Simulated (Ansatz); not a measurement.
Input and output for `FC[S][AlH2]`.

```yaml
crystal:
  periodic: [false, false, false]
  atoms:
    - {symbol: F, position_ang: [0.832204, -0.045811, 0.714636]}
    - {symbol: C, position_ang: [0.150619, 1.196812, 0.295075]}
    - {symbol: S, position_ang: [-1.355559, 0.695675, -0.508845]}
    - {symbol: Al, position_ang: [-0.264368, -1.291441, -0.395613]}
    - {symbol: H, position_ang: [0.879909, 1.677358, -0.354612]}
    - {symbol: H, position_ang: [-0.002070, 1.748416, 1.220066]}
    - {symbol: H, position_ang: [0.730776, -1.639833, -1.575392]}
    - {symbol: H, position_ang: [-0.879411, -2.398174, 0.548887]}
basis:
  gaussian: {orbitals: "6-31++G**", point_charges: [{charge: -1.00, position_ang: [3.918, -0.802, 0.207]}]}
hamiltonian: {xc: {name: wB97X-V}}
```

```sh
$ ansatz run in.yaml --threads 2 --pin off --events-out ev --progress --plain --max-ram 4352MiB
```

Shortened log:

```
Functional definition: wB97X-V
1084 factors; their error is unknown
272 factors; integrals over basis functions are off by at most 1.7e-5 eV
mean field evaluation 1: about -21246.4567 eV, gradient 2.0e1 eV
mean field evaluation 2: about -21247.2277 eV, gradient 1.3e1 eV
mean field evaluation 4: about -21247.5039 eV, gradient 1.2e0 eV
mean field evaluation 8: about -21247.5674 eV, gradient 2.2e-1 eV
mean field evaluation 16: about -21247.5675 eV, gradient 1.5e-5 eV
mean field -21247.56753438 eV, -780.8337047701 hartree, gradient 1.5e-5 eV, S^2 0.000000; 0 other end points of the search recorded, 0 dependent functions left out
reference -21247.56753073 eV, -780.8337046356 hartree; 24, 24 occupied and 84, 84 virtual orbitals, 1084 factors
Total energy: -21247.56753073 eV, -780.8337046356 hartree
```

Hardware: 2 threads of an AMD EPYC 9R45 on a shared host. Wall time 2.5 s, peak host memory 0.32 GiB.
